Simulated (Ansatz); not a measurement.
Correlation energies of C₆H₃ClSi (`C#C[Si](Cl)(C#C)C#C`) by basis set

```xyz
11

C    -1.345    0.223    2.531
C    -0.621    0.282    1.570
Si    0.465    0.367    0.124
Cl    2.032    1.605    0.544
C     1.105   -1.280   -0.266
C     1.529   -2.378   -0.526
C    -0.445    1.029   -1.294
C    -1.052    1.469   -2.237
H    -1.985    0.172    3.382
H     1.906   -3.348   -0.756
H    -1.589    1.859   -3.072
```

Charge 0, multiplicity 1. All single points use the PBE0-D4/def2-TZVP geometry. Frozen core, restricted reference, the Gaussian-basis code of Ansatz. CBS rows extrapolate triple and quadruple zeta; past MP2 they add the triple-zeta difference.

```tsv
basis	HF (Eh)	MP2 corr.
def2-SVP	-976.87407	-0.95333
def2-TZVPP	-977.40212	-1.18457
def2-QZVPP	-977.43251	-1.27031
```

Estimate the CCSD correlation energy and the (T) correction in each basis where they were run (hartree).


| basis | CCSD corr. | (T) |
| --- | --- | --- |
| def2-SVP | -0.99833 | -0.04324 |
| def2-TZVPP | -1.21939 | -0.06731 |
| CBS(def2) | -1.36864 | as TZ |
